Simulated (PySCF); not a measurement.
Spectra and structures to be paired. The calculation used TDDFT wB97X-D/def2-SVPD, vertical, gas phase, core orbitals frozen in the response in PySCF. Geometries: PBE0-D3(BJ)/def2-SVP; one conformer of each isolated species. Triplets are in the Tamm–Dancoff approximation.

A. `C#C/C(F)=C\F` (C4H2F2)
B. `C=C(C)[C@H]1CC(=O)O1` (C6H8O2)
C. `NC=S` (CH3NS)

Lowest singlet levels (six at most, fewer where fewer were computed) with oscillator strengths:

1. 364 nm (f 0.000); 232 nm (f 0.182); 196 nm (f 0.173); 188 nm (f 0.004); 181 nm (f 0.088); 179 nm (f 0.010); T1 3.09 eV
2. 206 nm (f 0.000); 171 nm (f 0.389); 168 nm (f 0.017); 165 nm (f 0.011); 155 nm (f 0.005); 153 nm (f 0.057)
3. 228 nm (f 0.000); 219 nm (f 0.259); 209 nm (f 0.000); 173 nm (f 0.242); 170 nm (f 0.000); 166 nm (f 0.001); T1 3.41 eV

Question: Which spectrum belongs to which structure?

Answer: 1 = C, 2 = B, 3 = A.
- A: S1 at 5.44 eV, HOMO→LUMO+1 (91%); Löwdin shares by element: HOMO carbon 78% (atoms not listed hold the other 22%); LUMO carbon 81% (atoms not listed hold the other 19%); HOMO -9.08 and LUMO 0.55 eV; point group Cs, 3 of its 6 listed states under f = 0.0005.
- B: S1 at 6.01 eV, HOMO-1→LUMO+1 (82%), HOMO→LUMO+1 (10%); Löwdin shares by element: HOMO carbon 79% or more (atoms not listed hold the other 21%); LUMO carbon 60% or more, hydrogen 6% or more (atoms not listed hold the other 34%); HOMO -9.51 and LUMO 1.63 eV.
- C: S1 at 3.40 eV, HOMO→LUMO (100%); S1 has the pattern of n→π* at C=S; HOMO -8.18 and LUMO 0.61 eV; point group Cs, 1 of its 6 listed states under f = 0.0005.
